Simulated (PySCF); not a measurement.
Dipole response of O²⁺ (oxygen, charge +2)

[He] 2s2 2p2, high-spin 3P determinant. Computed with PySCF 2.14 in aug-cc-pVDZ (4s3p2d, 23 functions), with no relativity, point nucleus. Coupled (time-dependent) response in atomic units; α is the mean over directions. A double-zeta set is small for polarisabilities.

```
 method  mean α (bohr³)         α xx, yy, zz  C₆ (like pair)  S(−4)
    UHF           1.814  1.934, 1.754, 1.754           2.377  3.576
    PBE           1.750  1.877, 1.687, 1.687           2.336  2.774
   PBE0           1.752  1.879, 1.689, 1.689           2.329  2.850
wB97M-V           1.718  1.850, 1.651, 1.651           2.307  2.460
   BP86           1.754  1.878, 1.692, 1.692           2.349  2.763
```

S(−4) is the Cauchy moment in α(ω) = α(0) + S(−4) ω² + …

α(iu) at wB97M-V:

| u (hartree) | α(iu) (bohr³) |
| --- | --- |
| 0 | 1.718 |
| 0.0500 | 1.712 |
| 0.100 | 1.694 |
| 0.200 | 1.627 |
| 0.300 | 1.533 |
| 0.500 | 1.315 |
| 0.750 | 1.067 |
| 1.00 | 0.8719 |
| 1.50 | 0.6047 |
| 2.00 | 0.4383 |
| 3.00 | 0.2551 |
| 5.00 | 0.1139 |

For an ion, C₆ is the dispersion term alone; charge-induced terms of lower order in 1/R come first.

The components differ because the open shell of this determinant is not spherical; for a pure term their mean is the scalar polarisability.
